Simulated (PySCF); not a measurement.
# Computed properties of SbHBr2, SMILES [Br][SbH][Br]

SbHBr2, SMILES [Br][SbH][Br]. Geometry optimised at PBE0-D3(BJ)/def2-SVP. The structure was generated by enumeration; whether it is a known compound was not checked. The def2 effective core potentials stand for the cores of Sb; spin–orbit coupling is left out. One conformer was computed; it need not be the lowest. All values are computed for the isolated molecule unless a solvent is named; none is compared with measurement here.

**Structure.** The optimised structure has Cs symmetry. All 6 harmonic modes at PBE0-D3(BJ)/def2-SVP (PySCF) are real, so it is a minimum. With heavy atoms numbered as in [SbH:1]([Br:3])[Br:4], the shortest bond between them is Sb1–Br4 at 2.524 Å and the longest Sb1–Br3 at 2.524 Å.

**Vibrations.** The strongest infrared lines (harmonic, unscaled, degenerate partners summed) lie at 1944 cm⁻¹ (150 km/mol, H 99 %), 254 cm⁻¹ (41 km/mol, Br 56 %, Sb 43 %), 618 cm⁻¹ (18 km/mol, H 99 %). The softest mode is at 79 cm⁻¹ and the zero-point energy is 5.4 kcal/mol.

**Electronic structure.** r2SCAN/def2-TZVPD (PySCF) places the frontier levels at -6.96 and -2.89 eV, a gap of 4.07 eV, and gives a dipole moment of 2.43 D and a mean polarisability of 89.3 bohr³. PBE/def2-TZVPD (PySCF) at the same geometry gives -6.68 and -3.04 eV, so its gap is 0.43 eV narrower. An orbital gap is neither the optical nor the fundamental gap.

**Excitations.** TDDFT-PBE0/def2-SVPD (PySCF) has S1 at 4.20 eV (295 nm, f = 0.024, weak); the most intense of the 10 singlets computed lies at 5.68 eV (f = 0.11). T1 (TDA) is at 3.58 eV. TDDFT-PBE/def2-SVPD (PySCF) puts S1 at 3.80 eV. No vertical singlet excitation falls in the visible range (under 3.1 eV).
